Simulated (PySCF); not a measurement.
InBi: frontier orbitals

r²SCAN at R = 3.036 Å; In cc-pVDZ-PP with ECP28, Bi cc-pVDZ-PP with ECP60; scalar-relativistic core potentials (PySCF 2.14). State: ³Σ⁻ (triplet), unpaired electrons π ↑↑. Only the outer orbitals are listed, counted within each symmetry, core potentials removing the inner ones.

```csv
spin,orbital,occ.,ε (eV),on In (%),main shells (%)
α,7σ,1,-14.80,4,96 Bi s
α,8σ,1,-8.69,86,"86 In s, 11 Bi p"
α,5π,1,-5.22,8,92 Bi p
α,5π,1,-5.22,8,92 Bi p
α,9σ,1,-4.60,37,"62 Bi p, 27 In p, 9 In s"
α,6π,0,-2.23,92,92 In p
α,6π,0,-2.23,92,92 In p
α,10σ,0,-0.24,77,"76 In p, 24 Bi p"
β,7σ,1,-13.39,7,93 Bi s
β,8σ,1,-8.55,87,"87 In s, 9 Bi p"
β,9σ,1,-4.19,45,"55 Bi p, 38 In p"
β,5π,0,-3.30,37,"62 Bi p, 36 In p"
β,5π,0,-3.30,37,"62 Bi p, 36 In p"
β,6π,0,-1.69,64,"63 In p, 36 Bi p"
```

Q: Which are the highest filled and the lowest empty level, where do they sit, and how wide is the gap?

A: Highest filled β 9σ at -4.19 eV (in %: 55 Bi p, 38 In p); lowest empty β 5π at -3.30 eV (in %: 62 Bi p, 36 In p); the gap at r²SCAN is 0.89 eV.

| Quantity | Value |
| --- | --- |
| bond order (Mayer) | 1.15 |
| ⟨S²⟩ | 2.013 |
| charge on In (Mulliken, basis-dependent) | 0.19 |
| charge on In (Löwdin, basis-dependent) | 0.09 |
| dipole moment (positive dipole means In(−)Bi(+)) | -1.53 D |

Spin–orbit coupling is left out, which matters for elements this heavy, above all for dissociation energies. The state was picked by a PBE0 search and need not be the measured ground state.
